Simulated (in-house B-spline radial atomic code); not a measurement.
Co3+ is squeezed into an impenetrable sphere of radius R (the orbitals vanish at R). Computed with an all-electron radial atomic-structure program (B-spline basis): non-relativistic PBE, spin-polarised, spherical fractional occupations, point nucleus.

Energies in eV above the free ion in [Ar] 3d6:

```csv
R (bohr),highest level (eV),[Ar] 3d6,[Ne] 3s2 3p5 3d7,-dE/dV in [Ar] 3d6 (GPa)
7.73,-42.7,0,57.56,3.06e-06
5.61,-42.7,0.0005872,57.57,0.00504
4.61,-42.6,0.01295,57.58,0.159
3.91,-42.5,0.1056,57.68,1.76
3.56,-42.3,0.2951,57.9,5.85
3.14,-41.6,1,58.68,25.3
2.61,-39.2,4.737,62.82,179
2.07,-30.5,25.53,85.17,1680
1.7,-13,90.76,153,9670
1.33,34.6,361.9,427.4,68800
```

Does [Ne] 3s2 3p5 3d7 fall below [Ar] 3d6 under compression?

No, it stays above over the whole range.

The highest level is first positive in the row R = 1.33 bohr, pushed up by confinement above the zero of the free ion's potential. Each configuration is held fixed and needn't be the lowest in the sphere.
